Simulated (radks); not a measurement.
Results of a calculation; reference values are marked as such.
Ti+, configuration [Ne] 3s2 3p5.75 3d2.25 4s1 (fractional occupations, a model configuration). Code: a radial shooting solver on a logarithmic mesh with Libxc functionals. Model: scalar-relativistic Kohn-Sham, TASK exchange with Perdew-Wang LDA correlation, spin-polarised, spherical densities, finite nucleus; open shells are filled with parallel spins first; meta-GGA in the generalised Kohn-Sham scheme; Fermi nuclear charge, rms radius 3.5921 fm. Some entries of the table are withheld. Estimate them.

| orbital | occ. | eigenvalue (hartree) | <r> (bohr) |
|---|---|---|---|
| 1s up | 1 | -180.0481 | 0.06972 |
| 1s down | 1 | -180.0429 | 0.06972 |
| 2s up | 1 | -20.37082 | 0.3250 |
| 2s down | 1 | -20.32698 | 0.3244 |
| 2p up | 3 | -16.89746 | (1) |
| 2p down | 3 | -16.86212 | (2) |
| 3s up | 1 | -2.75170 | 1.013 |
| 3s down | 1 | -2.61930 | 1.014 |
| 3p up | 3 | (3) | 1.089 |
| 3p down | 2.75 | (4) | 1.084 |
| 3d up | 2.25 | -0.45925 | 1.477 |
| 4s up | 1 | (5) | 3.093 |

Answer. 
(1) 2p up <r> (bohr): 0.2899
(2) 2p down <r> (bohr): 0.2892
(3) 3p up eigenvalue (hartree): -1.83303
(4) 3p down eigenvalue (hartree): -1.70028
(5) 4s up eigenvalue (hartree): -0.42530
